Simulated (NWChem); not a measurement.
Molecule: C$_{5}$H$_{5}$, doublet; SMILES [CH]1C=CC=C1

Results from NWChem. Spin-unrestricted. In the optimisation the excess spin sits in a" (Cs, its own frame). Structure relaxed at the PBE0/def2-SVP, spin-unrestricted level. No frequency run checked for a minimum. No stability test was run on the SCF state. Level: M05-2X/def2-SVP with COSMO at NWChem's default radii, gas-phase geometry; rows give the dielectric constant. Reactions with the solvent are ignored.

```tsv
dielectric constant	electrostatic solvation energy (kcal/mol)	dipole in solution (D)
3.9	-2.2	0.04
4.8	-2.3	0.04
7.6	-2.6	0.04
37.5	-2.9	0.03
78.4	-2.9	0.03
```
